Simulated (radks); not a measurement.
The numbers below are computed, except where a source is named.
Dipole-allowed excitations along the series with 4 electrons in [He] 2s2. Level of theory: scalar-relativistic Kohn-Sham, LDA (Slater exchange, Perdew-Wang correlation), spin-polarised, spherical densities, finite nucleus; Fermi nuclear charge, rms radius of each element as measured or else 0.836 A^(1/3) + 0.57 fm (a radial shooting solver on a logarithmic mesh with Libxc functionals). Time-dependent linear response with the Hartree and adiabatic LDA kernel, continuum included through the Sternheimer equations, no spin-orbit coupling, so fine structure and intercombination lines are absent. Lines are the poles of the dipole polarisability below minus the highest occupied eigenvalue, found on a grid refined at the orbital gaps; the lowest seven at most are given, and weak or close lines can be missed. The first line takes the name of the lowest orbital gap if no other gap lies below it; otherwise a line is named after a gap within 0.6 % of it, if that gap stands alone.

species,-e(HOMO) (eV),lowest orbital gap (eV),first line (eV),f,strongest line (eV),its f,static alpha (bohr^3)
Cr20+,1592.7,2s-2p 58.115,76.789 (2s-2p),0.156,939.80 (2s-3p),0.704,0.02047
Mn21+,1745.6,2s-2p 62.057,81.639 (2s-2p),0.152,1028.0 (2s-3p),0.708,0.01766
Fe22+,1905.6,2s-2p 66.228,86.727 (2s-2p),0.149,1120.3 (2s-3p),0.712,0.01531
Co23+,2072.9,2s-2p 70.650,92.082 (2s-2p),0.147,1216.7 (2s-3p),0.715,0.01333
Ni24+,2247.4,2s-2p 75.345,97.717 (2s-2p),0.144,1317.4 (2s-3p),0.718,0.01165
Cu25+,2429.2,2s-2p 80.334,103.66 (2s-2p),0.143,1422.2 (2s-3p),0.720,0.01021
